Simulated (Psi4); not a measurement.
Interaction energy of C2H4 ··· H4O4Si (SMILES C=C and O[Si](O)(O)O), singlet. Monomers: optimised at B3LYP-D3(BJ) (def2-TZVP), held rigid. Orientation: lowest of the rigid-body minima from ten starts at GFN2-xTB. The monomers approach along the line of their centres of mass (distance R); nothing else relaxes.

Computed with SAPT0/jun-cc-pVDZ, frozen core (Psi4).

Components in kcal/mol:

```json
[
 {"R / Å": "3.24", "electrostatics": "-19.72", "exchange": "46.30", "induction": "-9.21", "dispersion": "-8.67", "total": "8.70"},
 {"R / Å": "3.44", "electrostatics": "-13.34", "exchange": "27.65", "induction": "-5.88", "dispersion": "-6.14", "total": "2.29"},
 {"R / Å": "3.67", "electrostatics": "-8.67", "exchange": "15.03", "induction": "-3.46", "dispersion": "-4.15", "total": "-1.25"},
 {"R / Å": "3.84", "electrostatics": "-6.42", "exchange": "9.47", "induction": "-2.33", "dispersion": "-3.13", "total": "-2.40"},
 {"R / Å": "4.03", "electrostatics": "-4.69", "exchange": "5.61", "induction": "-1.49", "dispersion": "-2.29", "total": "-2.87"},
 {"R / Å": "4.22", "electrostatics": "-3.51", "exchange": "3.29", "induction": "-0.96", "dispersion": "-1.69", "total": "-2.88"},
 {"R / Å": "4.56", "electrostatics": "-2.20", "exchange": "1.24", "induction": "-0.44", "dispersion": "-1.00", "total": "-2.40"},
 {"R / Å": "4.80", "electrostatics": "-1.62", "exchange": "0.61", "induction": "-0.26", "dispersion": "-0.70", "total": "-1.96"},
 {"R / Å": "5.33", "electrostatics": "-0.87", "exchange": "0.12", "induction": "-0.08", "dispersion": "-0.33", "total": "-1.16"},
 {"R / Å": "6.07", "electrostatics": "-0.41", "exchange": "0.01", "induction": "-0.02", "dispersion": "-0.14", "total": "-0.55"},
 {"R / Å": "7.02", "electrostatics": "-0.17", "exchange": "0.00", "induction": "0.00", "dispersion": "-0.05", "total": "-0.23"},
 {"R / Å": "8.36", "electrostatics": "-0.06", "exchange": "0.00", "induction": "0.00", "dispersion": "-0.02", "total": "-0.08"}
]
```
